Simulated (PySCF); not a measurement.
# Working out the excitation energy of Br

Br [Ar] 3d10 4s2 4p5 (2P) → Br [Ar] 3d10 4s1 4p6 (2S). All numbers are calculated (PySCF 2.14, the spin-free X2C one-electron Hamiltonian (Gaussian nucleus), in x2c-TZVPPall (6s5p4d1f, 48 functions)). Frozen: [Ne]. Energies in hartree (1 hartree = 27.21139 eV):

```csv
part,Br (lower),Br (upper)
UHF,-2604.414876,-2603.859453
CCSD correlation,-0.321609,-0.437126
(T),-0.008579,-0.039552
```

**Question.** What does Hartree-Fock give?

**Answer.** (-2603.859453) − (-2604.414876) = 0.555423 hartree = 15.114 eV.

**Question.** What do CCSD and CCSD(T) give?

**Answer.** The CCSD correlation energies differ by -0.115517 hartree = -3.143 eV and the triples by -0.030973 hartree = -0.843 eV, so CCSD gives 11.971 eV and CCSD(T) 11.128 eV.

The coupled-cluster amplitudes are large, so a single reference is strained.
